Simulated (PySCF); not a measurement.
C4H6O2S.
Atom-mapped SMILES: `[CH2:1]=[CH:2][S:3](=[O:4])(=[O:5])[CH:6]=[CH2:7]` (hydrogens: H8, H9 on C1; H10 on C2; H11 on C6; H12, H13 on C7)

Geometry (PBE0-D3(BJ)/def2-TZVP, Å), atoms numbered from 1 in this order:
```
atom  x, y, z in Å
C1     2.2903    0.6900   -0.6123
C2     1.3672   -0.2234   -0.3663
S3    -0.2441   -0.0669   -1.0541
O4    -0.6123   -1.3497   -1.5870
O5    -0.2756    1.1122   -1.8743
C6    -1.2341    0.2522    0.3641
C7    -2.1118   -0.6430    0.7828
H8     3.2993    0.5853   -0.2304
H9     2.0535    1.5575   -1.2183
H10    1.5246   -1.1247    0.2151
H11   -1.0827    1.2289    0.8093
H12   -2.7583   -0.4419    1.6292
H13   -2.2091   -1.5942    0.2713
```

Computed with PySCF at wB97X-D/pcSseg-2, non-relativistic, on one gas-phase PBE0-D3(BJ)/def2-TZVP geometry that isn't relaxed in the solvent. The solvent is an IEF-PCM continuum (cavity from Bondi-type radii × 1.2). Specific hydrogen bonds and non-electrostatic terms are outside this model.

Gas phase at wB97X-D/pcSseg-2: HOMO -10.26 eV, LUMO 0.03 eV, dipole 4.61 D.

Question: What does the continuum do to the energy, the frontier levels and the dipole at wB97X-D/pcSseg-2 in chloroform?

Answer: 
| solvent | ε | E(solvent) − E(gas) (kcal/mol) | polarisation term (kcal/mol) | distortion of the solute (kcal/mol) | HOMO (eV) | LUMO (eV) | dipole (D) |
| --- | --- | --- | --- | --- | --- | --- | --- |
| chloroform | 4.711 | -6.99 | -8.00 | 1.01 | -10.20 | 0.21 | 5.58 |

The first energy column is the sum of the next two and covers electrostatics alone.

Question: Which radius a makes the point-dipole formula ΔE = −[(ε − 1)/(2ε + 1)]·μ²/a³ give the value in chloroform, with the gas-phase dipole?

Answer: μ = 1.815 au and |ΔE| = 0.01114 Eh give a = 2.50 Å; the farthest nucleus lies 3.35 Å from the centroid of the nuclei, so such a sphere wouldn't even hold the nuclei. The formula assumes a rigid point dipole at the centre of a sphere.

Question: Give the dipole vector in the frame of the coordinates (D, pointing from negative to positive charge), gas and chloroform.

Answer: Gas (1.30, 0.34, 4.41), solvent (1.58, 0.41, 5.34). Its length changes by +21 % and its direction by less than 1°.

The run took 2.0 min wall, 4.0 min CPU on 2 threads of an AMD EPYC, no GPU, shared host with 64 logical CPUs at a one-minute load of 65, and the process peaked at 2.5 GiB of memory. This is the whole shielding run at wB97X-D/pcSseg-2 in chloroform, SCF included.

wB97X-D is run here without its empirical dispersion term; that term would change no orbital, density or response property at a fixed geometry.
